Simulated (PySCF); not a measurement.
F₃Sb, SMILES [F][Sb+]([F])[F], charge +1, multiplicity 2.

The structure is a stationary point at PBE0-D3(BJ)/def2-SVP. The def2 effective core potentials stand for the cores of Sb; spin–orbit coupling is left out.

Two levels are set side by side: PBE/def2-TZVPD (PySCF) and r2SCAN/def2-TZVPD (PySCF). Same geometry, gas phase. Differences are taken from unrounded values.

| quantity | r2SCAN | PBE | PBE minus r2SCAN |
|---|---|---|---|
| α-spin orbital gap (eV) | 7.18 | 6.42 | -0.76 |
| β-spin orbital gap (eV) | 2.63 | 1.99 | -0.64 |
| mean polarisability (bohr³) | 34.3 | 35.3 | 1.1 |

Rough cost on one machine, each run with all the roots and properties that it gave: r2SCAN against PBE about 2 times.
